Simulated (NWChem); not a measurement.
System: MgH2SeO; SMILES [OH][Mg][SeH]

```xyz
5

Mg     0.0156    -1.2169     0.0000
O      0.0131    -2.9751     0.0000
H      0.0200    -3.9258     0.0000
Se     0.0332     1.2091     0.0000
H     -1.4401     1.2201     0.0000
```
Atoms are numbered in this order, from 1.

All runs: NWChem. Pople sets run with spherical d functions. The geometry was optimised at PBE0/def2-SVP. Total energies compare along this basis series because the functional is fixed.

| level | basis functions | energy (Ha) | highest occupied level (eV) | orbital gap (eV) | dipole (D) |
|---|---|---|---|---|---|
| PBE0/STO-3G | 34 | -2647.4513 | -1.87 | 6.66 | 3.20 |
| PBE0/3-21G | 48 | -2664.6976 | -6.38 | 5.24 | 2.87 |
| PBE0/6-31G* | 68 | -2677.3450 | -6.66 | 5.49 | 2.02 |
| PBE0/6-311G** | 100 | -2677.6570 | -6.72 | 5.51 | 1.87 |
